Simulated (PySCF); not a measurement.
## Identify the compound

The spectra below were simulated for a compound C6H4F2.

1H NMR (300 MHz, computed): δ 7.34 (m, 4H).

13C{1H} NMR (computed): δ 168.3 (C, m, 2C), 122.6 (CH, m, 4C).

Computational details: structure optimised with GFN2-xTB, J couplings at B3LYP/pcJ-1 (spin–dipole term only in couplings to heteroatoms), GIAO PBE0/pcSseg-1 shieldings, in PySCF 2.14.0 with density-fitted response routines (non-relativistic Hamiltonian, in vacuum, a single conformation, equivalent nuclei averaged).

Referencing at the same level of theory: 1H (σ = 31.72 ppm), 13C (σ = 186.93 ppm) against TMS.

Task: Deduce the structure.

Result: 
- The formula gives 4 degrees of unsaturation (1 ring in the answer).
- 2 carbon signals for 6 carbons: some carbons are equivalent by symmetry or fast rotation.
- Carbon types of the structure: 2 × C, 4 × CH, which accounts for all hydrogens.
- δC 168.3: aromatic carbon bearing fluorine; the electronegative substituent deshields the carbon that carries it.
- δC 122.6: aromatic CH.
- δH 7.34: hydrogen on an aromatic CH; aromatic region.

Structure: SMILES C1=CC(F)=CC=C1F.

The shifts were computed for this structure.

C–F couplings over four or more bonds (about 3 Hz to the para carbon of a fluoroarene) are left out. Common functionals overestimate the size of one-bond C–F couplings by tens of Hz; these are unscaled. Splittings below 1 Hz are ignored in the labels, and close J values are merged. Couplings among chemically equivalent protons are left out too, so labels in AA′BB′ or AA′XX′ sets are apparent multiplicities. Shifts are as computed. Against solution values, carbons near 30 ppm lie about +3 ppm off and those near 130 ppm about +5 ppm. Of 1211 compounds with measured shifts, 218 miss one by over three times the rms of a fit or turn the order of signals round; such compounds aren't used in these exercises.
